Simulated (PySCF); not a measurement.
A structure optimised at PBE-D3(BJ)/def2-SVP, used in a PySCF frequency run:

```xyz
12

B      0.5161     0.5408     0.6606
C      0.3235    -0.9664     0.1760
C     -0.9578    -1.1374    -0.5842
C     -1.1212    -0.9128    -1.9045
H      0.3918    -1.6498     1.0469
H      1.2041    -1.1900    -0.4689
H     -1.8512    -1.3901     0.0168
H     -0.2660    -0.6666    -2.5576
H     -2.1076    -1.0006    -2.3854
F      1.3799     0.8231     1.6478
O     -0.1376     1.5808     0.0876
H     -0.7370     1.2389    -0.6100
```

### Question
Write its SMILES and formula.

### Answer
C=CCB(O)F, C₃H₆BFO

### Question
What are its rotational constants (standard atomic weights)?

### Answer
7.5378, 2.1204, 1.7627 GHz
